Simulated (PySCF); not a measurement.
Sn(H)2(Me)2 (C₂H₈Sn), SMILES [CH3][SnH2][CH3]. Heavy atoms are numbered as in [SnH2:1]([CH3:2])[CH3:3]. Hydrogens are named by the atom that carries them.

Coordinates come from a B3LYP-D3(BJ)/def2-SVP optimisation. The def2 effective core potentials stand for the cores of Sn; spin–orbit coupling is left out.

Computed with PBE/def2-TZVP in PySCF.

ESP charges are fitted to the potential on shells at 1.4 to 2.0 van der Waals radii. Atomic charges (e), one atom of each kind:

| atom | Löwdin | ESP fit |
|---|---|---|
| Sn1 (SnH2) | 0.45 | 0.74 |
| C2 (CH3) | -0.53 | -0.70 |
| H on Sn1 | -0.06 | -0.19 |
| H on C2 | 0.12 | 0.18 |
